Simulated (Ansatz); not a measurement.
Diatomic AsP+, multiplicity 4 (an upper state: multiplicity 2 came lower at CCSD(T)/def2-TZVPP on PBE0 minima). No spin–orbit coupling. As is treated without relativity.

Constants: fifth-degree fit in 1/R to seven points, most abundant isotopes. In def2 and cc sets the state is the lowest found near the PBE0 minimum, followed along R.

Correlated levels freeze the inner cores; with def2 sets outer-core shells near the valence are correlated too.

Codes used: Ansatz (an electronic-structure program). Values without a source in brackets are computed.

Energies at CCSD/def2-TZVPP:

| R (Å) | E (hartree) |
|---|---|
| 2.165290 | -2574.91471551 |
| 2.223497 | -2574.91927391 |
| 2.277047 | -2574.92135846 |
| 2.337582 | -2574.92176193 |
| 2.398117 | -2574.92050986 |
| 2.467965 | -2574.91746565 |
| 2.549455 | -2574.91237842 |

Q: With a reduced mass of 21.9141 u, find the minimum, the force constant and the constants.

A: A fifth-degree polynomial in 1/R puts the minimum at r_e = 2.3203 Å with force constant 210 N/m. Then ω_e = (1/2πc)√(k/μ) = 403 cm⁻¹ and B_e = h/(8π²cμr_e²) = 0.1429 cm⁻¹; the cubic and quartic terms give α_e = 0.00058 and ω_e x_e = 1.1 cm⁻¹.
